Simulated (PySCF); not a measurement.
C2H10N2Si2, SMILES C/C(=N\[SiH3])[SiH2]N.

The structure is a stationary point at B3LYP-D3(BJ)/def2-SVP. The structure was generated by enumeration; whether it is a known compound was not checked. One conformer was computed; it need not be the lowest.

Two levels are set side by side: TDA-PBE/def2-SVPD (PySCF) and TDA-ωB97X/def2-SVPD (PySCF). Vertical, same geometry. The lowest singlet is HOMO→LUMO 99 % with PBE and HOMO→LUMO 96 % with the other functional; states are paired by order. Differences are taken from unrounded values.

| quantity | TDA-ωB97X | TDA-PBE | TDA-PBE minus TDA-ωB97X |
|---|---|---|---|
| lowest singlet excitation (eV) | 3.82 | 3.53 | -0.29 |
| lowest triplet excitation (TDA) (eV) | 3.22 | 2.94 | -0.27 |

Functionals without exact exchange tend to place singlet excitations lower, as here. Differences between two approximate levels are no errors against the true value.

Rough cost on one machine, each run with all the roots and properties that it gave: TDA-ωB97X against TDA-PBE about 7 times.
